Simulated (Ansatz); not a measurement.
Ideal-gas functions of ClGeH, SMILES `[Cl][GeH]` at 600 K and 1 bar, from an Ansatz frequency run at PBE0-D4/def2-TZVP.

Molar mass 109.07 g/mol, point group Cs (symmetry number 1), electronic degeneracy 1, moments of inertia 2.531, 114.204, 116.735 u Å². Harmonic wavenumbers (cm⁻¹, unscaled): 403, 728, 1905.

Use S(trans) = R[1.5 ln M + 2.5 ln T − 1.1517]; rotational temperatures θ = 24.2544 K / I; S(rot) = R[ln(√π/σ · √(T³/θAθBθC)) + 1.5]; for each mode x = 1.438777 ν̃/T, S = R[x/(eˣ − 1) − ln(1 − e⁻ˣ)] and H = RT x/(eˣ − 1); 1 cm⁻¹ = 0.0119627 kJ/mol; R = 8.31446 J/(mol·K).

**Question.** By hand: the entropy, in J/(mol·K).

**Answer.** Translation 181.9. Rotation: θ = 9.5829, 0.2124, 0.2078 K, giving 100.6. Vibration, mode by mode: 8.91, 4.66, 0.49, in all 14.1. Electronic 0.0. Sum 296.6 J/(mol·K).

**Question.** By hand: H − E and G − E in kJ/mol, counted from the electronic energy.

**Answer.** Zero-point energy ½ × 3036 × 0.0119627 = 18.2; thermal vibration 5.0; translation, rotation and pV give 4 RT = 20.0. H − E = 43.2 kJ/mol, and G − E = 43.2 − 600 × 296.6/1000 = -134.8 kJ/mol.

Vibration gives 5 % of the entropy.
